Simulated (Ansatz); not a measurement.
Potential energy curve for SeH, doublet.

Computed with: UKS-PBE = unrestricted PBE/aug-cc-pVDZ run with Ansatz (an electronic-structure program); UKS-CAM-B3LYP = Ansatz with unrestricted CAM-B3LYP/aug-cc-pVDZ; FCI = full CI/aug-cc-pVDZ, cores with 3d frozen in Ansatz.

Energies relative to the lowest point of each curve between 1.26 and 1.79 Å, where full CI is lowest, in mEh; the last columns give the error against full CI:

```tsv
R / Å	UKS-PBE	UKS-CAM-B3LYP	FCI	UKS-PBE − FCI	UKS-CAM-B3LYP − FCI
1.08	131.2	126.6	130.4	0.8	-3.8
1.17	67.3	63.6	66.0	1.3	-2.4
1.26	29.5	26.8	28.3	1.3	-1.5
1.31	16.6	14.4	15.5	1.1	-1.1
1.38	5.5	4.2	4.8	0.7	-0.6
1.44	1.1	0.4	0.7	0.3	-0.3
1.49	0.0	0.0	0.0	0.0	0.0
1.52	0.3	0.7	0.5	-0.2	0.2
1.57	2.0	3.0	2.6	-0.6	0.5
1.63	5.8	7.6	6.7	-0.9	0.8
1.71	12.8	15.6	14.1	-1.3	1.5
1.79	21.2	25.2	22.8	-1.6	2.4
1.88	31.8	37.0	33.3	-1.5	3.7
2.04	51.4	58.8	52.0	-0.5	6.8
2.23	73.8	82.1	71.6	2.2	10.5
2.42	92.7	98.2	87.0	5.7	11.2
2.66	107.9	110.1	100.1	7.8	10.0
2.98	117.4	117.9	109.5	7.9	8.4
3.29	121.3	121.3	113.3	7.9	7.9
3.78	123.6	123.4	115.4	8.2	7.9
4.34	124.4	124.1	116.1	8.3	8.0
5.13	124.6	124.3	116.2	8.3	8.0
```

UKS-PBE is furthest from FCI at 5.13 (8.3 mEh, above); its mean absolute error over the points is 3.1 mEh.

UKS-CAM-B3LYP is furthest from FCI at 2.42 (11.2 mEh, above); its mean absolute error over the points is 4.4 mEh.

The unrestricted determinant behind UKS-PBE is spin-contaminated at 2.42 to 5.13 Å (<S²> up to 1.8, against 0.75 for a pure doublet). The unrestricted determinant behind UKS-CAM-B3LYP is spin-contaminated at 2.23 to 5.13 Å (<S²> up to 1.8, against 0.75 for a pure doublet).
